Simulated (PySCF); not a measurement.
ClFI₂Si. Atoms are numbered in the order given.

```xyz
5

F      1.9351     1.0723     0.0000
Si     0.3645     0.6995     0.0000
Cl    -0.6823     2.4625     0.0000
I     -0.1030    -0.5784    -2.0205
I     -0.1030    -0.5784     2.0205
```
Charge 0, spin multiplicity 1.

Geometry: B3LYP-D3(BJ)/def2-SVP. The def2 effective core potentials stand for the cores of I; spin–orbit coupling is left out.

Method: PBE/def2-TZVP (PySCF).

The molecule is in vacuum.

The total energy is -1444.77363 hartree. The point group comes out as Cs and the highest occupied level is -6.87 eV. The lowest empty level comes out as -2.86 eV. The orbital gap is 4.01 eV and the dipole moment comes out as 0.98 D. The quadrupole, principal values (traceless, Buckingham form, about the centre of nuclear charge) is -5.03, -0.02, 5.05 D·Å. The mean static polarisability is 101.1 bohr³ (14.98 Å³) and the polarisability, principal values is 74.2, 100.3, 128.8 bohr³.
